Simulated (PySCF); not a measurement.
# Correlation energy of Nb²⁺ (niobium, charge +2)

[Kr] 4d2 5s1, high-spin 4F determinant (an excited configuration). Computed with PySCF 2.14 in ANO-RCC-VTZP (7s6p4d2f1g, 68 functions), with scalar relativity by spin-free X2C-1e. Frozen: [Ar] 3d10; 11 electrons correlated.

```
  level  correlation energy (mhartree)
   CCSD                        -282.87
    (T)                          -6.47
CCSD(T)                        -289.34
```

Diagnostics: T1 = 0.0063, D1 = 0.0226, largest double amplitude 0.024.

Is a single reference adequate?

Yes, within this model without spin-orbit coupling: T1 lies below 0.03 and no double amplitude reaches 0.07.
